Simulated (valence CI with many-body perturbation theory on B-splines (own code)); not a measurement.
## Ho XXXV: E2, M1, M2 decay

Computed by relativistic CI+MBPT: five valence electrons over a frozen Dirac-Fock core [Ar] 3d10, radial functions for each j: 11 s, 11 p, 10 d, 8 f, 5 g, 2 h, with the one-electron correlation potential Σ1 (screened to all orders), the two-electron term Σ2, the three-electron term Σ3, Breit, model QED; selected single and double excitations, second order for the rest, scaled by the run's own slope (own B-spline code, finite nucleus).

No measured spectrum was set against this ion. As an estimate, large intervals hold to a few tenths of a per cent, small ones and those within an open d or f shell to about a per cent. Among the levels kept, up to 2100 cm⁻¹ of a level comes from second order outside the variational space, and about a tenth of that is noise between levels of different J, which matters for small intervals.

Lines 1 to 19 of 19 in falling wavelength, among levels below 3252.6 × 10³ cm⁻¹, chosen from the decays that carry over 1 % of a level's rate. Wavelengths and rates use the calculated energies. Electric multipoles are in the length gauge with retardation, E1 and E2 with the static RPA response of the core. M1 uses the relativistic operator with retardation. Weak lines are less certain than strong ones. Lines between different terms over intervals too small for the method are left out, as are lines whose strength nearly cancels. Branching is blank where the lifetime is uncertain.

Levels are named by their leading jj configuration (3d3/2^4 stands for four electrons in 3d with j = 3/2), which in mixed levels can hold well under half, so a name can repeat and another be missing. Letters in brackets count levels of one name in rising energy.

```
λ vac (nm)                           Upper                               Lower  Type   A (s⁻¹)  Branch %
     243.8  (4s^2 4p1/2 4p3/2 4d5/2) J=9/2  (4s^2 4p1/2 4p3/2 4d5/2) J=7/2 [a]    M1  3.15e+02          
     101.3  (4s^2 4p1/2 4p3/2 4d5/2) J=9/2      (4s^2 4p1/2 4p3/2 4d3/2) J=7/2    M1  1.16e+04          
     29.35      (4s^2 4p3/2^2 4d5/2) J=9/2  (4s^2 4p1/2 4p3/2 4d5/2) J=7/2 [b]    M1  3.44e+05      21.5
     25.99  (4s^2 4p1/2 4p3/2 4d5/2) J=9/2          (4s^2 4p1/2^2 4d5/2) J=5/2    E2  7.09e+03          
     24.63      (4s^2 4p1/2 4p3/2^2) J=3/2          (4s^2 4p1/2^2 4p3/2) J=3/2    M1  1.33e+06      99.5
     24.25            (4s^2 4p3/2^3) J=3/2          (4s^2 4p1/2 4p3/2^2) J=1/2    M1  3.38e+05      12.0
     23.39      (4s^2 4p3/2^2 4d5/2) J=9/2      (4s^2 4p1/2 4p3/2 4d5/2) J=9/2    M1  6.25e+05      39.1
     22.53      (4s^2 4p1/2 4p3/2^2) J=5/2          (4s^2 4p1/2^2 4p3/2) J=3/2    M1  2.40e+05      89.4
     22.53      (4s^2 4p1/2 4p3/2^2) J=5/2          (4s^2 4p1/2^2 4p3/2) J=3/2    E2  2.83e+04      10.5
     21.74            (4s^2 4p3/2^3) J=3/2          (4s^2 4p1/2 4p3/2^2) J=5/2    M1  4.46e+05      15.9
     21.74            (4s^2 4p3/2^3) J=3/2          (4s^2 4p1/2 4p3/2^2) J=5/2    E2  5.96e+04       2.1
     21.34      (4s^2 4p3/2^2 4d5/2) J=9/2  (4s^2 4p1/2 4p3/2 4d5/2) J=7/2 [a]    M1  5.27e+05      33.0
     20.35      (4s^2 4p1/2 4p3/2^2) J=1/2          (4s^2 4p1/2^2 4p3/2) J=3/2    M1  9.56e+05      96.7
     20.35      (4s^2 4p1/2 4p3/2^2) J=1/2          (4s^2 4p1/2^2 4p3/2) J=3/2    E2  3.29e+04       3.3
     20.09            (4s^2 4p3/2^3) J=3/2          (4s^2 4p1/2 4p3/2^2) J=3/2    M1  1.93e+06      69.0
     19.00      (4s^2 4p3/2^2 4d5/2) J=9/2      (4s^2 4p1/2 4p3/2 4d3/2) J=7/2    M1  4.29e+04       2.7
     18.40  (4s^2 4p1/2 4p3/2 4d5/2) J=9/2          (4s 4p1/2^2 4p3/2^2) J=5/2    E2  3.18e+03          
     10.30      (4s^2 4p3/2^2 4d5/2) J=9/2          (4s 4p1/2^2 4p3/2^2) J=5/2    E2  1.88e+04       1.2
     8.795  (4s^2 4p1/2 4p3/2 4d5/2) J=9/2          (4s^2 4p1/2 4p3/2^2) J=5/2    M2  3.23e+03
```
